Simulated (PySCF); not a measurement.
## [TiF6]3-: axial bond length as a parameter

The complex [TiF6]3- (charge -3) contains Ti(III), shell d1. The structure is a model geometry with rigid ligands and bond lengths from ionic radii, not a minimum; coordination octahedral, point group Oh, metal–donor distances 1.97 Å.

```
7

Ti    0.0000    0.0000    0.0000
F     0.0000    0.0000    1.9700
F     0.0000    0.0000   -1.9700
F     1.9700    0.0000    0.0000
F    -1.9700    0.0000    0.0000
F     0.0000    1.9700    0.0000
F     0.0000   -1.9700    0.0000
```

Method (PySCF 2.14, density fitting): CASSCF(1,5) with orbitals averaged over all microstates of the shell, strongly contracted NEVPT2 on the averaged canonical orbitals; basis x2c-TZVPall on the metal, x2c-SVPall elsewhere; spin-free X2C; IEF-PCM water; spin-orbit coupling by state interaction with the mean-field operator over all roots.

The two bonds along z are scaled, the others stay.

```json
{"axial bond length": "1.773 Å", "group": "D4h", "ground": "2B2g (from 2T2g)", "next state (NEVPT2) / cm⁻¹": "2Eg (from 2T2g) 3084", "orbital energies above the lowest (NEVPT2 fit) / cm⁻¹": "0 3084 3084 18255 28064", "μeff(300 K) / μB": "1.76"}
{"axial bond length": "1.871 Å", "group": "D4h", "ground": "2B2g (from 2T2g)", "next state (NEVPT2) / cm⁻¹": "2Eg (from 2T2g) 1322", "orbital energies above the lowest (NEVPT2 fit) / cm⁻¹": "0 1322 1322 18179 22832", "μeff(300 K) / μB": "1.79"}
{"axial bond length": "1.970 Å", "group": "Oh", "ground": "2T2g", "next state (NEVPT2) / cm⁻¹": "2Eg 18145", "orbital energies above the lowest (NEVPT2 fit) / cm⁻¹": "0 0 0 18145 18145", "μeff(300 K) / μB": "1.89"}
{"axial bond length": "2.068 Å", "group": "D4h", "ground": "2Eg (from 2T2g)", "next state (NEVPT2) / cm⁻¹": "2B2g (from 2T2g) 1010", "orbital energies above the lowest (NEVPT2 fit) / cm⁻¹": "0 0 1010 15111 19154", "μeff(300 K) / μB": "1.84"}
{"axial bond length": "2.167 Å", "group": "D4h", "ground": "2Eg (from 2T2g)", "next state (NEVPT2) / cm⁻¹": "2B2g (from 2T2g) 1809", "orbital energies above the lowest (NEVPT2 fit) / cm⁻¹": "0 0 1809 12457 19975", "μeff(300 K) / μB": "1.83"}
{"axial bond length": "2.364 Å", "group": "D4h", "ground": "2Eg (from 2T2g)", "next state (NEVPT2) / cm⁻¹": "2B2g (from 2T2g) 3010", "orbital energies above the lowest (NEVPT2 fit) / cm⁻¹": "0 0 3010 8180 21256", "μeff(300 K) / μB": "1.82"}
```

At 1.970 Å, 2.068 Å, 2.167 Å, 2.364 Å the ground state is orbitally degenerate, so the regular structure would distort there (Jahn–Teller).

NEVPT2 on the d shell alone tends to put d–d bands too high for such charged or covalently bound ions.
